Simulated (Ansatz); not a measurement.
`C[SiH]1N=C1F` + `N[Si]O` → `CO[Si]N` + `FC1=N[SiH2]1`  (substitution at a C–Si bond)

Computed with Ansatz on PBE0-D4/def2-TZVP structures; ΔE is electronic, products minus reactants. CBS: MP2 limit from def2 TZ/QZ plus the TZ coupled-cluster correction, frozen cores. This one scheme is used for every species. Functionals use def2-TZVPP. B3LYP here is the variant with VWN-RPA as its local correlation; programs differ in this. HSE06 is defined as in plane-wave codes. One conformer a species, not always the lowest.

`C[SiH]1N=C1F`:

```xyz
9

C    -1.248   -0.106   -0.669
Si    0.162   -0.366    0.498
N     1.854   -0.390   -0.114
C     1.608    0.650    0.559
F     2.418    1.655    0.826
H    -0.962    0.567   -1.479
H    -2.109    0.317   -0.146
H    -1.559   -1.062   -1.100
H    -0.164   -1.266    1.625
```

`N[Si]O`:

Z-matrix (Å, degrees):
```
N
Si 1 1.716
H 1 1.010 2 128.3
H 1 1.009 2 120.1 3 180.0
O 2 1.656 1 102.6 3 0.0
H 5 0.961 2 121.6 1 -0.0
```

`CO[Si]N`:

```xyz
9

C     1.611    0.513   -0.259
O     0.288    0.267    0.155
Si   -0.697   -0.839   -0.595
N    -2.070   -0.612    0.388
H     1.718    1.565   -0.538
H     1.897   -0.105   -1.119
H     2.298    0.301    0.564
H    -2.923   -1.128    0.245
H    -2.123    0.038    1.160
```

`FC1=N[SiH2]1`:

Cartesian coordinates in Å:
```
F 2.178 0.308 0.676
C 0.951 0.268 0.209
N 0.370 1.085 -0.556
Si -0.697 -0.290 -0.092
H -1.796 -0.047 0.864
H -1.006 -1.324 -1.101
```

| level | ΔE (kJ/mol) | difference from CCSD(T)/CBS |
| --- | --- | --- |
| LDA (SPW92) | 100.2 | -3.0 |
| PBE-D4 | 99.9 | -3.3 |
| revPBE-D4 | 98.0 | -5.2 |
| r2SCAN-D4 | 102.2 | -1.0 |
| B97M-V | 103.3 | 0.1 |
| PBE0-D4 | 102.2 | -1.0 |
| B3LYP-D4 | 96.0 | -7.2 |
| r2SCANh-D4 | 103.0 | -0.2 |
| r2SCAN0-D4 | 104.0 | 0.8 |
| HSE06-D4 | 102.2 | -1.0 |
| BHLYP-D4 | 96.7 | -6.5 |
| CAM-B3LYP-D4 | 96.3 | -6.9 |
| ωB97X-V | 97.3 | -5.9 |
| ωB97M-V | 103.2 | 0.0 |
| B2PLYP | 98.5 | -4.7 |
| PBE | 99.6 | -3.6 |
| revPBE | 98.9 | -4.3 |
| BLYP | 92.8 | -10.4 |
| r2SCAN | 102.1 | -1.1 |
| r2SCAN0 | 103.9 | 0.7 |
| HSE06 | 101.8 | -1.4 |
| BHLYP | 96.1 | -7.1 |
| CAM-B3LYP | 96.0 | -7.2 |
| LC-ωPBE | 103.2 | 0.0 |
| RPA@PBE/def2-TZVPP | 88.6 | -14.6 |
| HF/def2-SVP | 75.7 | -27.5 |
| MP2/def2-SVP | 84.8 | -18.4 |
| CCSD/def2-SVP | 76.9 | -26.3 |
| CCSD(T)/def2-SVP | 75.9 | -27.3 |
| HF/def2-TZVPP | 89.9 | -13.3 |
| MP2/def2-TZVPP | 106.1 | 2.9 |
| SCS-MP2/def2-TZVPP | 98.1 | -5.1 |
| CCSD/def2-TZVPP | 99.2 | -4.0 |
| CCSD(T)/def2-TZVPP | 99.4 | -3.8 |
| HF/def2-QZVPP | 89.4 | -13.8 |
| MP2/def2-QZVPP | 108.1 | 4.9 |
| SCS-MP2/def2-QZVPP | 100.4 | -2.8 |
| HF/CBS(def2) | 89.3 | -13.9 |
| MP2/CBS(def2) | 109.9 | 6.7 |
| CCSD/CBS(def2) | 103.0 | -0.2 |
| CCSD(T)/CBS | 103.2 | 0 |

Task: What do rigid-rotor, harmonic-oscillator terms from PBE0-D4/def2-TZVP frequencies (298.15 K, 1 bar) make of the CCSD(T)/CBS value? (Estimate.)

Result: The calculation gave: ΔZPE = +0.1 kJ/mol, ΔH = +102.4 kJ/mol, ΔS = -3 J/(mol·K), ΔG = +103.4 kJ/mol.

Largest T1 diagnostic among the species: 0.016.

Leaving LDA and LC-ωPBE aside and taking each functional with its dispersion term where it has one, the values, not all of them listed here, spread over 10.8 kJ/mol, from BLYP-D4 to PBE-QIDH. From BLYP to BHLYP (50 % exact exchange), in def2-TZVPP and without D4, ΔE moves by +3.3 kJ/mol. In def2-TZVPP, CCSD(T) changes the Hartree–Fock value by +9.5 kJ/mol (the triples alone add +0.1 kJ/mol) and MP2 by +16.2 kJ/mol.
